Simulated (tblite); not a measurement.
Compound: C2H10Cl2OSi3.
Numbering: `[CH3:1][O:2][Si@H:3]([CH2:4][Cl:5])[SiH2:6][SiH2:7][Cl:8]` (hydrogens: H9, H10, H11 on C1; H12 on Si3; H13, H14 on C4; H15, H16 on Si6; H17, H18 on Si7)

Structure optimised with GFN2-xTB, isolated species.

List the bond lengths, angles and torsions at this level.

| bond | length (Å) | order |
| --- | --- | --- |
| C1–O2 | 1.396 | single |
| O2–Si3 | 1.626 | single |
| Si3–C4 | 1.909 | single |
| C4–Cl5 | 1.780 | single |
| Si3–Si6 | 2.315 | single |
| Si6–Si7 | 2.326 | single |
| Si7–Cl8 | 2.031 | single |
| C1–H9, C1–H10, C1–H11 | 1.091 | single |
| Si3–H12 | 1.473 | single |
| C4–H13 | 1.086 | single |
| C4–H14 | 1.087 | single |
| Si6–H15 | 1.479 | single |
| Si6–H16 | 1.475 | single |
| Si7–H17 | 1.465 | single |
| Si7–H18 | 1.461 | single |

Bonds in one row agree within 0.01 Å and their mean is given. Orders are formal, as drawn. A selection of angles:
| angle | degrees |
| --- | --- |
| C1–O2–Si3 | 128.0 |
| O2–Si3–C4 | 100.0 |
| O2–Si3–Si6 | 113.3 |
| C4–Si3–Si6 | 111.2 |
| Si3–C4–Cl5 | 107.7 |
| Si3–Si6–Si7 | 115.6 |
| Si6–Si7–Cl8 | 109.4 |

Torsions: C1–O2–Si3–C4 -179° (antiperiplanar); O2–Si3–C4–Cl5 -172° (antiperiplanar); O2–Si3–Si6–Si7 111° (anticlinal); Si3–Si6–Si7–Cl8 -161° (antiperiplanar).

O2 (silyl ether oxygen) is bent (angle 128.0°). Of the pairs four or more bonds apart, Cl5···Si7 is among the closest relative to their van der Waals radii: 3.55 Å, 92 % of the sum of Bondi's values. Si6 (SiH2 silicon) is distorted tetrahedral (angles from 101.8° to 115.6°). Si7 (chlorine-bound silicon) is distorted tetrahedral (angles from 104.9° to 114.6°). Si3 (oxygen-bound silicon) is distorted tetrahedral (angles from 100.0° to 115.0°).

Point group: C1 (no symmetry element, even within 0.4 Å). Its lowest GFN2-xTB frequency is 10 cm⁻¹, too small to tell a flat minimum from a shallow saddle. The numbers are those of one conformer.

These are computed values.
